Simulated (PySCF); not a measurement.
# Electron correlation in Cr⁷⁺ (chromium, charge +7)

[Ne] 3s2 3p5, 2P determinant. Calculation: PySCF 2.14, in an uncontracted even-tempered set (20 s from 0.25 bohr⁻², ratio 2.5; 13 p from 0.33 bohr⁻², ratio 2.5; 5 d from 3.3 bohr⁻², ratio 2.7; 5 f from 4.9 bohr⁻², ratio 2.7); scalar relativity by spin-free X2C-1e. Frozen: 1s2; 15 electrons correlated; the 23 highest virtual orbitals of each spin left out.

MP2 pair energies summed by pair of shells (mhartree):

```tsv
pair	energy	share (%)
2p-2p	-187.29	35.2
3p-3p	-108.11	20.3
2p-3p	-70.84	13.3
2s-2p	-55.81	10.5
3s-3p	-53.06	10.0
2p-3s	-20.36	3.8
2s-3p	-12.93	2.4
2s-2s	-10.11	1.9
3s-3s	-9.53	1.8
2s-3s	-4.57	0.9
```

Total MP2 correlation energy: -532.61 mhartree.

Same-spin part -142.97 and opposite-spin part -389.64 mhartree; SCS-MP2 scales them by 1/3 and 6/5 to -515.22 mhartree.
